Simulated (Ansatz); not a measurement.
Reactions of AlH$_{8}$NO$_{2}$Si$_{2}$ (`[NH2][Al]([O][SiH3])[O][SiH3]`).

Calculated with Ansatz (gas phase, PBE0-D4/def2-TZVP geometries, no zero-point term in ΔE). CCSD(T)/CBS is the MP2 limit (def2-TZVPP, def2-QZVPP) plus CCSD(T) − MP2 in def2-TZVPP, frozen cores. This one scheme is used for every species, atoms too. For atomizations the MP2-based limit and the directly extrapolated one differ by several kJ/mol either way, and by 10 to 25 for some Ge, Se and Sn compounds, so smaller differences from it don't rank the levels. Functionals use def2-TZVPP. No spin–orbit coupling; open shells (•) take unrestricted orbitals. Spin–orbit coupling would lower the free atoms: a little for Al, O, Si. One conformer a species, not always the lowest.

| reaction | HF/CBS(def2) (kcal/mol) | PBE0-D4 (kcal/mol) | CCSD(T)/CBS(def2) (kcal/mol) |
| --- | --- | --- | --- |
| `[NH2][Al]([O][SiH3])[O][SiH3]` + `O[SiH3]` → `[SiH3][O][Al]([O][SiH3])[O][SiH3]` + NH₃ | -18.7 | -15.0 | -16.0 |
| `[NH2][Al]([O][SiH3])[O][SiH3]` + H₂S → `[NH2][Al]([SH])[O][SiH3]` + `O[SiH3]` | 15.3 | 9.4 | 11.4 |
| `[NH2][Al]([O][SiH3])[O][SiH3]` + H–F → `[NH2][Al]([F])[O][SiH3]` + `O[SiH3]` | -6.5 | -5.5 | -5.4 |
| `[NH2][Al]([O][SiH3])[O][SiH3]` + H₂O → `[OH][Al]([O][SiH3])[O][SiH3]` + NH₃ | -11.4 | -9.5 | -9.7 |
| `[NH2][Al]([O][SiH3])[O][SiH3]` → Al• + 8 H• + N• + 2 O• + 2 Si• | 886.0 | 1171.8 | 1200.4 |
| `[NH2][Al]([O][SiH3])[O][SiH3]` + NH₃ → `[NH2][Al]([NH2])[O][SiH3]` + `O[SiH3]` | 20.0 | 17.5 | 18.2 |
| `[NH2][Al]([O][SiH3])[O][SiH3]` + H₂ → `[SiH3][O][AlH][O][SiH3]` + NH₃ | 13.4 | 15.2 | 16.5 |

Largest T1 diagnostic: 0.018, for Al•.
